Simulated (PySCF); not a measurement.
Compound: [Ga(NH2)4]- (charge -1).
Bonds: Ga1–N2, Ga1–N5, Ga1–N8, Ga1–N11. Hydrogens: H3, H4 on N2; H6, H7 on N5; H9, H10 on N8; H12, H13 on N11.

Computed by this run: PBE0-D3(BJ)/def2-SVP geometry optimisation, gas phase (PySCF 2.14.0); density fitting, grid level 1; the optimiser is geomeTRIC in internal coordinates, started from a GFN2-xTB structure with every atom displaced at random (about 0.03 Å).

Step 5: E = -58445.8330 eV
```
atom  x, y, z in Å  |  force x, y, z in eV/Å
Ga1     0.0046   -0.0002   -0.0018    0.022  -0.005  -0.005
N2     -0.2006   -0.0408    1.9204   -0.022   0.035  -0.001
H3      0.3890   -0.7896    2.2881    0.013  -0.025   0.011
H4      0.2136    0.8089    2.3109    0.008  -0.007  -0.003
N5      1.8435   -0.2858   -0.5362   -0.030   0.031  -0.044
H6      2.3476    0.5964   -0.4189   -0.004  -0.015   0.017
H7      1.8545   -0.4341   -1.5486    0.013   0.001   0.002
N8     -0.6494    1.7429   -0.5216   -0.004   0.005   0.031
H9     -1.5252    1.9201   -0.0240   -0.001  -0.009  -0.011
H10    -0.9298    1.7035   -1.5034    0.006   0.000  -0.017
N11    -0.9756   -1.4247   -0.8688    0.013   0.003   0.027
H12    -0.4803   -2.3037   -0.7017   -0.012  -0.007   0.009
H13    -1.8612   -1.5449   -0.3722   -0.001  -0.006  -0.016
```

Step 6: E = -58445.8342 eV
```
atom  x, y, z in Å  |  force x, y, z in eV/Å
Ga1     0.0045   -0.0012    0.0002   -0.005   0.006  -0.033
N2     -0.1972   -0.0439    1.9226   -0.010   0.027  -0.002
H3      0.3874   -0.8004    2.2830    0.005  -0.022   0.015
H4      0.2298    0.7992    2.3135    0.007  -0.002  -0.002
N5      1.8426   -0.2820   -0.5387   -0.034   0.024  -0.053
H6      2.3464    0.5985   -0.4084   -0.001  -0.014   0.017
H7      1.8495   -0.4124   -1.5537    0.017  -0.001   0.009
N8     -0.6509    1.7402   -0.5248    0.002   0.010   0.044
H9     -1.5357    1.9116   -0.0417   -0.007  -0.007  -0.006
H10    -0.9140    1.7058   -1.5114    0.009  -0.008  -0.019
N11    -0.9781   -1.4269   -0.8653    0.052   0.010   0.038
H12    -0.4856   -2.3038   -0.6786   -0.028  -0.014   0.001
H13    -1.8682   -1.5369   -0.3746   -0.007  -0.010  -0.010
```

Step 7: E = -58445.8372 eV
```
atom  x, y, z in Å  |  force x, y, z in eV/Å
Ga1     0.0037   -0.0033    0.0044   -0.062   0.018  -0.086
N2     -0.1859   -0.0504    1.9280    0.032   0.003  -0.007
H3      0.3777   -0.8320    2.2705   -0.020  -0.005   0.018
H4      0.2822    0.7710    2.3183    0.001   0.007   0.000
N5      1.8378   -0.2682   -0.5512   -0.033   0.002  -0.051
H6      2.3452    0.6018   -0.3747    0.010  -0.006   0.012
H7      1.8389   -0.3428   -1.5721    0.021  -0.002   0.021
N8     -0.6570    1.7333   -0.5306    0.002   0.018   0.063
H9     -1.5704    1.8825   -0.0963   -0.015  -0.004   0.001
H10    -0.8626    1.7150   -1.5312    0.014  -0.018  -0.016
N11    -0.9826   -1.4360   -0.8509    0.119   0.017   0.062
H12    -0.5074   -2.3091   -0.6070   -0.051  -0.021  -0.018
H13    -1.8890   -1.5140   -0.3850   -0.019  -0.010   0.002
```

Q: Estimate the geometry and energy of step 8. (The exact step hangs on the optimiser's Hessian estimate; all steps are aligned on step 7, rigid shifts and turns removed.)

A: E = -58445.8401 eV, largest force 0.150 eV/Å
```
atom  x, y, z in Å  |  force x, y, z in eV/Å
Ga1     0.0021   -0.0046    0.0068   -0.088   0.016  -0.104
N2     -0.1703   -0.0539    1.9323    0.069  -0.019  -0.015
H3      0.3603   -0.8653    2.2603   -0.039   0.015   0.017
H4      0.3460    0.7397    2.3195   -0.006   0.011   0.004
N5      1.8308   -0.2508   -0.5699   -0.022  -0.012  -0.025
H6      2.3481    0.5993   -0.3357    0.018   0.002   0.001
H7      1.8312   -0.2598   -1.5933    0.018  -0.003   0.021
N8     -0.6683    1.7266   -0.5333   -0.004   0.016   0.058
H9     -1.6131    1.8439   -0.1613   -0.019  -0.001   0.005
H10    -0.8023    1.7294   -1.5463    0.015  -0.019  -0.007
N11    -0.9842   -1.4490   -0.8303    0.131   0.017   0.072
H12    -0.5387   -2.3188   -0.5251   -0.053  -0.019  -0.033
H13    -1.9111   -1.4887   -0.4016   -0.020  -0.003   0.007
```

The energy changes by -0.0029 eV. The first-order estimate −F·Δx gives -0.0040 eV and the mean of the old and new forces, exact on a quadratic surface, -0.0027 eV. The step makes an angle of 84° with the force vector and moves no atom by more than 0.088 Å.

The cost below is that of the whole optimisation. Hardware: Arm Neoverse V2, one thread (shared host). Cost: 83 s, 0.47 GiB resident at most.
